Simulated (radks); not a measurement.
The numbers below are computed, except where a source is named.
Question: Xe3+, 51 electrons, occupied as [Kr] 4d10 5s2 5p3. Code: a radial shooting solver on a logarithmic mesh with Libxc functionals. Model: scalar-relativistic Kohn-Sham, BLYP, spin-polarised, spherical densities, finite nucleus; open shells are filled with parallel spins first (spin-orbit coupling, left out, can overturn this in heavy ions); Fermi nuclear charge, rms radius 4.7859 fm. Some entries of the table are withheld. Estimate them.

| orbital | occ. | eigenvalue (eV) | <1/r> (bohr^-1) | r(max) (bohr) |
|---|---|---|---|---|
| 1s up | 1 | -34409.53 | 58.11 | 0.01716 |
| 1s down | 1 | -34409.38 | 58.11 | 0.01716 |
| 2s up | 1 | -5383.813 | 13.33 | 0.09696 |
| 2s down | 1 | -5383.742 | 13.33 | 0.09696 |
| 2p up | 3 | -4834.967 | 12.73 | 0.07779 |
| 2p down | 3 | -4834.843 | 12.73 | 0.07779 |
| 3s up | 1 | -1127.725 | 4.791 | 0.2790 |
| 3s down | 1 | -1127.597 | 4.791 | 0.2790 |
| 3p up | 3 | -950.4589 | 4.552 | 0.2728 |
| 3p down | 3 | -950.3134 | 4.552 | 0.2729 |
| 3d up | 5 | -687.3955 | 4.311 | 0.2259 |
| 3d down | 5 | -687.2556 | 4.312 | 0.2259 |
| 4s up | 1 | -230.7568 | 1.954 | 0.6606 |
| 4s down | 1 | -230.4540 | 1.953 | 0.6608 |
| 4p up | 3 | -174.5686 | 1.793 | 0.6927 |
| 4p down | 3 | -174.2560 | 1.793 | 0.6930 |
| 4d up | 5 | (1) | 1.516 | 0.7472 |
| 4d down | 5 | (2) | 1.521 | 0.7472 |
| 5s up | 1 | -51.0284 | 0.7486 | 1.586 |
| 5s down | 1 | -48.7505 | 0.7535 | 1.571 |
| 5p up | 3 | -37.7378 | 0.6455 | 1.795 |
| 5p down | 0 | -35.4270 | 0.6412 | 1.789 |

Answer: 
(1) 4d up eigenvalue (eV): -92.6613
(2) 4d down eigenvalue (eV): -92.2140
